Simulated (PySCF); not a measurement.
Geometry:
```json
{"atom": "C1", "x (Å)": "2.466", "y (Å)": "1.012", "z (Å)": "-0.036"}
{"atom": "S2", "x (Å)": "2.026", "y (Å)": "-0.687", "z (Å)": "-0.451"}
{"atom": "O3", "x (Å)": "2.020", "y (Å)": "-1.460", "z (Å)": "0.844"}
{"atom": "C4", "x (Å)": "0.236", "y (Å)": "-0.381", "z (Å)": "-0.834"}
{"atom": "C5", "x (Å)": "-0.488", "y (Å)": "-1.730", "z (Å)": "-0.840"}
{"atom": "C6", "x (Å)": "-1.594", "y (Å)": "-1.564", "z (Å)": "0.206"}
{"atom": "C7", "x (Å)": "-1.020", "y (Å)": "-0.516", "z (Å)": "1.132"}
{"atom": "O8", "x (Å)": "-0.358", "y (Å)": "0.385", "z (Å)": "0.208"}
{"atom": "Al9", "x (Å)": "-0.990", "y (Å)": "2.268", "z (Å)": "-0.025"}
{"atom": "H10", "x (Å)": "1.856", "y (Å)": "1.330", "z (Å)": "0.821"}
{"atom": "H11", "x (Å)": "3.529", "y (Å)": "0.992", "z (Å)": "0.238"}
{"atom": "H12", "x (Å)": "2.303", "y (Å)": "1.669", "z (Å)": "-0.902"}
{"atom": "H13", "x (Å)": "0.176", "y (Å)": "0.203", "z (Å)": "-1.764"}
{"atom": "H14", "x (Å)": "0.209", "y (Å)": "-2.523", "z (Å)": "-0.529"}
{"atom": "H15", "x (Å)": "-0.875", "y (Å)": "-1.973", "z (Å)": "-1.838"}
{"atom": "H16", "x (Å)": "-2.519", "y (Å)": "-1.184", "z (Å)": "-0.254"}
{"atom": "H17", "x (Å)": "-1.826", "y (Å)": "-2.502", "z (Å)": "0.729"}
{"atom": "H18", "x (Å)": "-0.251", "y (Å)": "-0.916", "z (Å)": "1.808"}
{"atom": "H19", "x (Å)": "-1.764", "y (Å)": "0.075", "z (Å)": "1.681"}
{"atom": "H20", "x (Å)": "-0.307", "y (Å)": "2.986", "z (Å)": "1.233"}
{"atom": "H21", "x (Å)": "-0.321", "y (Å)": "2.506", "z (Å)": "-1.469"}
{"atom": "H22", "x (Å)": "-2.573", "y (Å)": "2.008", "z (Å)": "0.037"}
```

Geometry: PBE0-D3(BJ)/def2-SVP; GIAO shifts from PySCF, gas phase, non-relativistic, averaged over equivalent atoms.

At WP04/pcSseg-1 (232 basis functions, 51 s wall time on 1 thread of an Arm Neoverse V2, shared host):
| atoms | δ (ppm) |
| --- | --- |
| C4 | 101.4 |
| C7 | 81.7 |
| C1 | 39.4 |
| C6 | 30.0 |
| C5 | 29.9 |
| S2 | 361.3 |
| O8 | 74.8 |
| O3 | 55.5 |
| Al9 | 68.2 |
| H13 | 4.79 |
| H18 | 4.47 |
| H19 | 4.27 |
| H20/H21/H22 | 3.16 |
| H14 | 2.80 |
| H10/H11/H12 | 2.77 |
| H15 | 2.13 |
| H16 | 2.05 |
| H17 | 1.91 |

Shifts are taken against calculated references (same method and geometry level): $^{13}$C (σref 172.44), $^{1}$H (σref 31.56) against TMS; $^{33}$S (σref 462.27) against CS2; $^{17}$O (σref 317.54) vs H2O; $^{27}$Al (σref 483.51) against AlH4-.

Estimate the result of repeating the calculation with PBE0/pcSseg-1.

Answers


```json
{"atoms": "C4", "δ at PBE0/pcSseg-1": "97.1", "change": "-4.3"}
{"atoms": "C7", "δ at PBE0/pcSseg-1": "79.5", "change": "-2.2"}
{"atoms": "C1", "δ at PBE0/pcSseg-1": "37.9", "change": "-1.5"}
{"atoms": "C6", "δ at PBE0/pcSseg-1": "27.4", "change": "-2.6"}
{"atoms": "C5", "δ at PBE0/pcSseg-1": "26.9", "change": "-3.0"}
{"atoms": "S2", "δ at PBE0/pcSseg-1": "339.6", "change": "-21.7"}
{"atoms": "O8", "δ at PBE0/pcSseg-1": "74.1", "change": "-0.7"}
{"atoms": "O3", "δ at PBE0/pcSseg-1": "47.3", "change": "-8.2"}
{"atoms": "Al9", "δ at PBE0/pcSseg-1": "91.4", "change": "+23.2"}
{"atoms": "H13", "δ at PBE0/pcSseg-1": "4.78", "change": "-0.01"}
{"atoms": "H18", "δ at PBE0/pcSseg-1": "4.45", "change": "-0.02"}
{"atoms": "H19", "δ at PBE0/pcSseg-1": "4.35", "change": "+0.08"}
{"atoms": "H20/H21/H22", "δ at PBE0/pcSseg-1": "4.23", "change": "+1.07"}
{"atoms": "H14", "δ at PBE0/pcSseg-1": "2.84", "change": "+0.04"}
{"atoms": "H10/H11/H12", "δ at PBE0/pcSseg-1": "2.81", "change": "+0.04"}
{"atoms": "H15", "δ at PBE0/pcSseg-1": "2.20", "change": "+0.07"}
{"atoms": "H16", "δ at PBE0/pcSseg-1": "2.07", "change": "+0.02"}
{"atoms": "H17", "δ at PBE0/pcSseg-1": "1.95", "change": "+0.04"}
```

δ = σ(ref) − σ, references computed at the same level: $^{13}$C (184.41 ppm), $^{1}$H (31.27 ppm) vs TMS; CS2 for $^{33}$S (495.66 ppm); H2O for $^{17}$O (334.56 ppm); $^{27}$Al (489.28 ppm) vs AlH4-.

The largest change is at Al9 (aluminium bonded to O, 3 H). Cost: 232 basis functions, 54 s wall time on 1 thread of an Arm Neoverse V2, shared host. The order of the carbon signals is the same at both levels.

Experimental scales use liquid or dissolved standards, which lie at an offset from isolated H2O (liquid H2O: subtract about 36 ppm).
